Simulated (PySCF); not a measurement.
Deuteron quadrupole couplings in `[SiH3]CC1=C[SiH2][C@H]2C[C@@H]1C2`

Compound: C₇H₁₄Si₂.
Cartesian coordinates in Å at the GFN2-xTB level; atoms count from 1:
```
atom  x, y, z in Å
Si1    2.980   -0.400    0.616
C2     1.934    0.037   -0.924
C3     0.485   -0.117   -0.619
C4    -0.218   -1.205   -0.954
Si5   -2.009   -1.343   -0.433
C6    -2.150    0.317    0.476
C7    -0.921    0.464    1.385
C8    -0.161    0.995    0.155
C9    -1.529    1.388   -0.433
H10    2.648    0.503    1.719
H11    2.692   -1.780    1.005
H12    4.395   -0.250    0.268
H13    2.221   -0.621   -1.745
H14    2.150    1.063   -1.229
H15    0.274   -1.995   -1.506
H16   -2.942   -1.388   -1.567
H17   -2.249   -2.466    0.483
H18   -3.116    0.552    0.919
H19   -0.521   -0.437    1.849
H20   -1.050    1.234    2.145
H21    0.545    1.809    0.334
H22   -1.817    2.401   -0.151
H23   -1.644    1.268   -1.510
```

Level: PBE0/pcSseg-1 (PySCF, non-relativistic); Q(2H) = 0.00286 b; rigid geometry, the same for H and D, with no vibrational averaging.

Task: Rank these positions by the coupling χzz of a deuteron there, largest first.
A. H15 (vinylic hydrogen)
B. H18 (methine hydrogen)
C. H23 (methylene hydrogen)
D. H11 (Si–H hydrogen)

Result: A (223 kHz), B (214 kHz), C (208 kHz), D (110 kHz).

Task: Tabulate Vzz, the asymmetry η and χzz = 234.96 MHz × Q × Vzz for every hydrogen position.

Result: 
```tsv
atom	bonded to	bond length (Å)	Vzz (au)	η	χzz (kHz)
H10	Si1	1.463	0.1631	0.01	110
H11	Si1	1.463	0.1634	0.01	110
H12	Si1	1.465	0.1622	0.01	109
H13	C2	1.091	0.3108	0.04	209
H14	C2	1.092	0.3109	0.04	209
H15	C4	1.082	0.3317	0.06	223
H16	Si5	1.469	0.1600	0.01	108
H17	Si5	1.469	0.1600	0.01	108
H18	C6	1.089	0.3178	0.02	214
H19	C7	1.090	0.3096	0.01	208
H20	C7	1.090	0.3095	0.02	208
H21	C8	1.092	0.3029	0.04	204
H22	C9	1.090	0.3097	0.02	208
H23	C9	1.090	0.3088	0.02	208
```

Task: Average by the element that carries the hydrogen.

Result: on Si: 109 kHz over 5 positions, mean bond length 1.466 Å; on C: 210 kHz over 9 positions, mean bond length 1.090 Å.

Task: How does χzz go with the bond length over the 9 C–H bonds?

Result: A straight-line fit has a slope of -17.8 kHz for each 0.01 Å, with a correlation coefficient of -0.94, over lengths from 1.082 to 1.092 Å. The longer bonds have the smaller couplings here.

Task: A static deuteron (I = 1) shows a doublet split by (3/2)χ, (3/4)χ(1 + η) and (3/4)χ(1 − η) with the field along z, y and x of the gradient. What are these for H13?

Result: With |χ| = 208.8 kHz and η = 0.036: 313, 162 and 151 kHz, to first order and without motion.

One conformer (not necessarily the lowest) at the GFN2-xTB geometry, without solvent, vibrations or thermal averaging. GFN2-xTB bond lengths can be off by several hundredths of an ångström, more for odd bonds, and the gradients follow them. With a basis this small, the couplings can be 20 % off.
